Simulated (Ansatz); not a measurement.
Molecule: C₆H₁₁ (charge 0, doublet). It need not be the lowest isomer of its formula. 
Geometry from a B3LYP-D3(BJ)/def2-TZVP (Ansatz, a program for electronic structure) optimisation:
```xyz
17

C      2.0273    -0.8431     0.0736
C      0.6175    -0.4103     0.4763
C     -0.4844    -1.0465    -0.3099
C     -1.5493    -0.0679    -0.6766
C     -1.1863     1.1870     0.1446
C      0.3371     1.0969     0.2982
H      2.2153    -0.6095    -0.9768
H      2.7812    -0.3315     0.6766
H      2.1640    -1.9179     0.2087
H      0.4910    -0.6570     1.5447
H     -0.5066    -2.0966    -0.5682
H     -1.5261     0.1601    -1.7534
H     -2.5622    -0.4310    -0.4738
H     -1.5154     2.1147    -0.3247
H     -1.6604     1.1305     1.1280
H      0.8239     1.4421    -0.6196
H      0.7237     1.6992     1.1215
```
Charge 0, spin multiplicity 2.

Property: atomisation energy (electronic, to ground-state atoms), in kJ/mol. Valence correlation only, unless marked. Open shells are spin-unrestricted. Spin-orbit coupling is left out. Non-relativistic unless marked X2C. The coupled-cluster limit lacks core correlation, which all-electron functionals hold. CBS(X,Y): correlation extrapolated as X^-3; Hartree-Fock from the larger set. The bracket is a focal-point correction in the basis named.

```csv
level,program,atomisation energy (kJ/mol),minus last row
PBE-D3(BJ)/def2-TZVPD,Ansatz + dftd3,7082.1,160.2
revPBE-D3(BJ)/def2-TZVPD,Ansatz + dftd3,6910.1,-11.8
PBE0/def2-TZVPD,Ansatz,6978.2,56.3
HSE06-D4/def2-TZVPD,Ansatz + dftd4,7011.9,90.0
LC-wPBE-D4/def2-TZVPD,Ansatz + dftd4,6991.4,69.5
B2GP-PLYP-D4/def2-TZVPD,Ansatz + dftd4,6847.0,-74.9
PBE-QIDH/def2-TZVPD,Ansatz,6924.7,2.8
"RI-MP2/CBS(cc-pVTZ,cc-pVQZ)",Ansatz,6995.8,73.9
X2C-CCSD(T)/cc-pVTZ-DK,Ansatz,6769.7,-152.2
"RI-MP2/CBS(cc-pVTZ,cc-pVQZ)+[CCSD(T)-MP2]/cc-pVTZ",Ansatz,6921.9,0.0
```
